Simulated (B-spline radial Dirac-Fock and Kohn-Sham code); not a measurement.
**Kohn-Sham estimates against Dirac-Fock for the levels of Te¹³⁺**

System: the Te¹³⁺ ion in the configuration [Kr] 4d3.

The density-functional columns are spherical, spin-unpolarised Dirac-Kohn-Sham results without Breit or QED terms: −ε is minus the orbital energy of the initial state and ΔSCF the difference of two total energies. The reference in the last column comes from Dirac-Fock ΔSCF + Breit + QED. All numbers are from a B-spline atomic structure program, in eV; a selection of levels is shown. For the 1s level of heavy atoms much of the gap between ΔSCF and the reference is the Breit and QED part, -109.3 eV here; for other levels the error of the functional can be larger.

```
     level   LDA −ε  LDA ΔSCF  Dirac-Fock
    K (1s)  31855.5   32218.4     32119.4
   L1 (2s)   5128.1    5200.9      5252.4
L2 (2p1/2)   4825.7    4914.2      4920.3
L3 (2p3/2)   4551.5    4634.9      4649.3
   M1 (3s)   1240.8    1270.4      1305.8
M2 (3p1/2)   1116.5    1146.9      1169.5
M3 (3p3/2)   1064.9    1094.4      1117.3
M4 (3d3/2)    845.6     877.9       879.1
M5 (3d5/2)    834.7     866.7       868.5
   N1 (4s)    418.0     433.1       442.0
N2 (4p1/2)    372.9     387.6       388.6
N3 (4p3/2)    361.2     375.6       376.9
 N4,5 (4d)    285.0     298.6       296.9
```

Values without a named source are computed, but for edge energies of neutral atoms, which are taken from tables.
